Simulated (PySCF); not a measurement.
Work out the structure from these simulated measurements.

Formula: C5H12OSi2.

* Triplet: lowest triplet excitation (Tamm–Dancoff): 4.51 eV [TDA B3LYP/def2-SVPD]
* Rotational structure: rotational constants A, B, C: 2.535, 0.559, 0.474 GHz [PBE0-D3(BJ)/def2-SVP]
* Dipole: 1.19 D [B3LYP/def2-SVPD]
* UV, strongest line: among the 10 lowest singlet transitions: S10 at 7.39 eV (168 nm, f = 0.842) [TDDFT B3LYP/def2-SVPD]
* 13C NMR: chemical shifts (computed TMS as zero) by class: 122.1 (1 C), 111.7 (1 C), 70.0 (1 C), 26.4 (2 C) ppm [GIAO PBE0/pcSseg-1]
* Valence photoelectron: vertical ionisation energy: 9.65 eV [ΔSCF B3LYP/def2-SVPD]

The electronic properties come from PySCF, for the isolated species, density fitting. Levels stand in brackets. Isolated species at its PBE0-D3(BJ)/def2-SVP geometry (one conformer only). NMR classes are plain means over equivalent atoms (diastereotopic ones count apart unless rotation or inversion swaps them), as if these changed places fast.

Q: Propose a structure and show how it fits.

A: Numbering: `[CH3:1][CH:2]([CH3:3])[O:4][SiH2:5][C:6]#[C:7][SiH3:8]`. Its formula, C5H12OSi2, gives 2 degrees of unsaturation: 0 rings and 2 π bonds in the structure found. 5 carbons fall into 4 classes; from least to most shielded: alkyne carbon [C6] (122.1 ppm), alkyne carbon [C7] (111.7 ppm), sp3 carbon bound to oxygen [C2] (70.0 ppm), methyl carbon [C1/C3] (26.4 ppm, 2 C). The first electron is taken from the HOMO, whose largest Löwdin shares are 0.23 on each of 2 atoms of one kind (alkyne carbon), 0.20 on the silyl ether oxygen and 0.07 on the oxygen-bound silicon. The optimised geometry has point group C1 and is an asymmetric top. Structure: `CC(C)O[SiH2]C#C[SiH3]`. Computed isomers that give other values at the same levels: `C=CC(=C)O[SiH2]C[SiH3]` (13C chemical shifts (computed TMS as zero) by class: 164.3 (1 C), 141.6 (1 C), 124.3 (1 C), 99.3 (1 C), -7.2 (1 C) ppm); `C=CC[C@H]1C[SiH2]O[SiH2]1` (13C chemical shifts (computed TMS as zero) by class: 146.9 (1 C), 123.7 (1 C), 44.0 (1 C), 25.9 (1 C), 17.7 (1 C) ppm); `C=C(C)[Si@H]1CC[SiH2]O1` (13C chemical shifts (computed TMS as zero) by class: 150.8 (1 C), 136.8 (1 C), 22.6 (1 C), 10.2 (1 C), 8.9 (1 C) ppm). The assignments are read from this structure; whether some other isomer fits the data as well wasn't checked.

Conformer computed: `[CH3:1][CH:2]([CH3:3])[O:4][SiH2:5][C:6]#[C:7][SiH3:8]`: C1–C2–O4–Si5 -100°, C2–O4–Si5–C6 63°.
